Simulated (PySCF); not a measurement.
Dipole moment and polarisability of n-GeSiSiGeH10

n-GeSiSiGeH10.
Geometry (PBE0-D3(BJ)/def2-SVP, Å), atoms numbered from 1 in this order:
```xyz
14
Ge2H10Si2 angstrom
Ge     0.7296    2.2601    0.3904
Si    -0.9146    0.7109    1.1472
Si    -0.2128   -1.4709    0.6600
Ge     0.0812   -1.7144   -1.6932
H      2.0783    1.9673    1.0756
H      0.9207    2.1217   -1.1320
H      0.3229    3.7115    0.7059
H     -1.1306    0.8843    2.6185
H     -2.2088    0.9789    0.4431
H     -1.2132   -2.4734    1.1462
H      1.0886   -1.7361    1.3518
H      1.1834   -0.7580   -2.1869
H      0.4825   -3.1571   -2.0540
H     -1.2266   -1.3685   -2.4293
```

Level: CAM-B3LYP/def2-SVPD (PySCF), static field, nuclei fixed, core orbitals frozen in the response. The polarisability tensor in these axes (au):

```
x   114.50   5.37  -6.87
y     5.37 145.10  10.09
z    -6.87  10.09 129.19
```

Question: Give the principal values, the mean and the anisotropy Δα = √{½[(α1 − α2)² + (α2 − α3)² + (α1 − α3)²]}.

Answer: Principal values 109.51, 129.18 and 150.09 au; mean 129.60 au = 19.20 Å³ = 21.37 × 10⁻⁴⁰ C²·m²/J; Δα = 35.15 au (27 % of the mean).

Question: What is the dipole moment, and where does it point?

Answer: (-0.14, -0.08, 0.20) D, 0.26 D in size, pointing from the negative to the positive side. Measured along this direction, the outermost atoms are H12 at the negative end and H8 at the positive end.

Question: Estimate the molar refractivity from the static electronic polarisability.

Answer: Lorentz–Lorenz: R = (4π/3)N_A α = 2.5225 cm³/(mol·Å³) × 19.20 Å³ = 48.4 cm³/mol, in the limit of long wavelengths.

Question: Rayleigh depolarisation ratio (linearly polarised light, static tensor)?

Answer: ρ = 3Δα²/(45ᾱ² + 4Δα²) = 3706.5/(755769 + 4942.0) = 0.00487.

Question: Find the Langevin capture rate constant for H3O+ (19.018 u) meeting this molecule (213.874 u), k = 2.342 × 10⁻⁹ cm³/s × √(α in Å³ / reduced mass in u).

Answer: The reduced mass is 17.47 u, so k = 2.46 × 10⁻⁹ cm³/s.

One conformer (not necessarily the lowest) at the PBE0-D3(BJ)/def2-SVP geometry, without solvent, vibrations or thermal averaging. The calculation is non-relativistic, for germanium too.

These values come from a run that also computed excited states. Hardware: one thread, Intel Xeon Platinum 8488C (x86_64), shared host with 96 logical CPUs at a one-minute load of 47. Cost: 65 s of wall time (with the writing of density and orbital grids), 1.0 GiB resident at most.
